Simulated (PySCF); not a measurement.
A PySCF script (with the pyscf-properties extension) for the NMR shieldings of `ClC(COC[Si@@H](C)[SiH3])Cl`, C4H12Cl2OSi2, on a GFN2-xTB geometry:

```python
import basis_set_exchange as bse
import numpy as np
from pyscf import gto, dft
from pyscf.prop import nmr

atoms = """
C     2.649260   -1.625284   -0.475568
Si    1.648771   -0.443561    0.638503
Si    1.720220    1.794065    0.041253
C    -0.207988   -0.898381    0.467596
O    -0.866249    0.308408    0.849873
C    -2.261005    0.301263    0.808313
C    -2.805979    0.594272   -0.595187
Cl   -4.421412    1.326543   -0.483358
Cl   -2.921837   -0.871144   -1.594093
H     2.375409   -1.512700   -1.521439
H     3.711820   -1.419202   -0.394886
H     2.497593   -2.667601   -0.207943
H     2.029591   -0.745694    2.032835
H     3.094808    2.234768   -0.233931
H     0.966672    2.073262   -1.188173
H     1.194293    2.691816    1.069147
H    -0.530906   -1.716054    1.121104
H    -0.472025   -1.174919   -0.557082
H    -2.582865    1.113901    1.468026
H    -2.672840   -0.646697    1.180097
H    -2.154252    1.299882   -1.116153
"""
names = dict.fromkeys(["C", "Si", "O", "Cl", "H"], "pcSseg-1")
basis = {el: gto.basis.parse(bse.get_basis(n, elements=[el], fmt="nwchem")) for el, n in names.items()}
mol = gto.M(atom=atoms, basis=basis, charge=0, verbose=0)
mf = dft.RKS(mol, xc="PBE0")
mf.grids.level = 2
mf.grids.alignment = dft.numint.BLKSIZE   # the property module wants whole blocks of grid points
mf.conv_tol = 1e-9
mf.kernel()

calc = nmr.RKS(mf)   # GIAO
C = mf.mo_coeff
Co = C[:, mf.mo_occ > 0]
resp = mf.gen_response(singlet=True, hermi=2)
def vind(x):   # induced exchange potential for any number of trial vectors
    d = np.einsum("pi,xij,qj->xpq", C, 2 * x.reshape(-1, C.shape[1], Co.shape[1]), Co, optimize=True)
    return np.einsum("xpq,pi,qj->xij", resp(d - d.transpose(0, 2, 1)), C, Co, optimize=True).ravel()
mo1, _ = nmr.rhf.solve_mo1(calc, with_cphf=vind)
sigma = calc.kernel(mo1)
for i, s in enumerate(sigma):   # ppm
    print("%2d %-2s %9.2f" % (i, mol.atom_pure_symbol(i), np.trace(s) / 3))
```

Question: Give the expected output.

Answer: 
```
 0 C     193.40
 1 Si    387.28
 2 Si    464.47
 3 C     121.15
 4 O     291.13
 5 C      99.82
 6 C     100.31
 7 Cl    680.27
 8 Cl    652.01
 9 H      31.63
10 H      31.62
11 H      31.42
12 H      27.22
13 H      28.45
14 H      28.36
15 H      28.25
16 H      28.12
17 H      27.52
18 H      27.33
19 H      27.91
20 H      25.84
```

These numbers come from an equivalent density-fitted implementation of the same equations, which agrees with the script to about 0.01 ppm for H and up to a few tenths of a ppm for heavy atoms, so last digits may differ.

Question: Turn these shieldings into chemical shifts. Referencing at the same level of theory: $^{13}$C (σref 186.93) and $^{29}$Si (σref 349.16) and $^{1}$H (σref 31.72) vs TMS; $^{17}$O (σref 336.08) vs H2O; HCl for $^{35}$Cl (σref 949.78).

Answer: Averaging equivalent atoms: C 5: 87.1; C 6: 86.6; C 3: 65.8; C 0: -6.5; Si 1: -38.1; Si 2: -115.3; O 4: 44.9; Cl 8: 298; Cl 7: 270; H 20: 5.88; H 12: 4.50; H 18: 4.39; H 17: 4.20; H 19: 3.80; H 16: 3.60; H 13/14/15: 3.36; H 9/10/11: 0.16 ppm. Experimental scales use liquid or dissolved standards, which lie at an offset from isolated H2O (liquid H2O: subtract about 36 ppm).

Size and cost of the density-fitted run: 241 basis functions, 110 s wall time on 1 thread of an Arm Neoverse N1, shared host; peak memory 1.1 GiB.
